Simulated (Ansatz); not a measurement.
Sn2O⁺. Charge 1, multiplicity 2. Geometry PBE-D4/def2-TZVP, that of the neutral singlet; atoms count from 1.

Cartesian coordinates in Å:
```
Sn 0.429 -1.361 0.513
Sn 0.509 1.218 -0.748
O -0.938 0.144 0.235
```

In the def2 sets Sn takes a core potential; there is no spin–orbit coupling. The structure comes from a short search, and lower isomers may exist.

Question: Estimate the Mulliken populations from the PBE0/def2-TZVP orbitals of Ansatz.

Answer: 
```tsv
atom	charge (e)	spin (α − β)
Sn1	0.79	0.48
Sn2	0.79	0.48
O3	-0.59	0.05
```
Mulliken values depend strongly on the basis.

Question: Where does the spin sit?

Answer: Summed by element: Sn 0.95, O 0.05, of 1 unpaired in all. Largest on single atoms: Sn2 0.48, Sn1 0.48, O3 0.05.

Question: And the Mayer bond orders between heavy atoms (over 0.3)?

Answer: Sn1–Sn2 0.65 (2.87 Å); Sn1–O3 1.03 (2.05 Å); Sn2–O3 1.03 (2.05 Å).
